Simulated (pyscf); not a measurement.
Single points on ωB97X-D3(BJ)/def2-SVP structures (PySCF, gas phase). MP2 and CC: frozen core, UHF for open shells. ΔMP2 is the change of the MP2 total energy from the triple- to the quadruple-zeta basis. Singlets are restricted, triplets unrestricted.

Singlet (Å):
```xyz
5

C     -1.1760    -0.5347     0.0201
Al    -0.7353     0.5837     1.6064
H     -1.0632    -1.6154     0.2321
H     -2.2188    -0.3799    -0.3179
H     -0.5205    -0.3055    -0.8422
```

Triplet (Å):
```xyz
5

C     -1.1899    -0.5313    -0.0197
Al    -0.7359     0.5487     1.6061
H     -1.0496    -1.5846     0.2781
H     -2.2374    -0.3807    -0.3174
H     -0.5070    -0.3016    -0.8502
```

Task: For these two minima of H₃C–Al, which spin state lies lower at CCSD(T)/def2-TZVPP + ΔMP2(QZVPP), and by how much (electronic energies)?

Result: The singlet, by 201.0 kJ/mol. Zero-point energy shifts E(triplet) − E(singlet) by +2.0 kJ/mol. Other isomers of H₃C–Al [singlet] were not searched in full and may lie lower. 

E(triplet) − E(singlet) by level (kJ/mol):

```csv
level,gap
ωB97X-D3(BJ)/def2-TZVP,+203.0
PBE/def2-TZVP,+181.0
r²SCAN/def2-TZVP,+164.3
B3LYP-D3(BJ)/def2-TZVP,+198.4
PBE0-D3(BJ)/def2-TZVP,+178.4
M06-2X/def2-TZVP,+201.0
ωB97M-D3(BJ)/def2-TZVP,+223.0
HF/def2-TZVP,+127.4
MP2/def2-QZVPP,+186.8
CCSD/def2-TZVPP,+198.2
CCSD(T)/def2-TZVPP,+198.6
CCSD(T)/def2-TZVPP + ΔMP2(QZVPP),+201.0
```

The triplet is the lowest one reached from the SCF start used. The CCSD(T) − MP2 part came from Ansatz, without density fitting, on the same reference.
